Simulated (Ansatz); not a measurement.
Calculated with Ansatz (gas phase, PBE0-D4/def2-TZVP geometries, no zero-point term in ΔE). CBS: MP2 limit from def2 TZ/QZ plus the TZ coupled-cluster correction, frozen cores. Functionals use def2-TZVPP. B3LYP here is the variant with VWN-RPA as its local correlation; programs differ in this. HSE06 is defined as in plane-wave codes. For Br, Se outer-core shells are correlated without core-valence functions, which leaves a few kJ/mol of doubt a bond. Scalar relativity is left out up to krypton. Each species was taken in one conformer, which may not be the lowest.

Consider the redistribution: `OCBBr` + `B[Se]C=C` → `BBBr` + `C=C[Se]CO`.

```tsv
level	ΔE (kcal/mol)	difference from CCSD(T)/CBS
BLYP-D4	32.4	-2.5
B97M-V	34.2	-0.7
r2SCAN0-D4	35.2	0.3
HSE06-D4	34.6	-0.3
BHLYP-D4	33.9	-1.0
CAM-B3LYP-D4	34.2	-0.7
ωB97X-V	33.6	-1.3
PBE	34.1	-0.8
revPBE	32.9	-2.0
B3LYP	33.4	-1.5
r2SCANh	34.9	0.0
HSE06	34.7	-0.2
BHLYP	34.0	-0.9
MP2/def2-SVP	37.8	2.9
CCSD/def2-TZVPP	34.4	-0.5
MP2/def2-QZVPP	36.0	1.1
CCSD(T)/CBS	34.9	0
```

Largest T1 diagnostic among the species: 0.013.

At CCSD(T), def2-SVP lies +1.8 kcal/mol from the extrapolated value and def2-TZVPP −0.1 kcal/mol. Leaving LDA and LC-ωPBE aside and taking each functional with its dispersion term where it has one, the values, not all of them listed here, spread over 3.3 kcal/mol, from BLYP-D4 to PBE-QIDH. LDA lies +3.3 kcal/mol from PBE without D4. In def2-TZVPP, CCSD(T) changes the Hartree–Fock value by +2.5 kcal/mol (the triples alone add +0.5 kcal/mol) and MP2 by +3.7 kcal/mol.
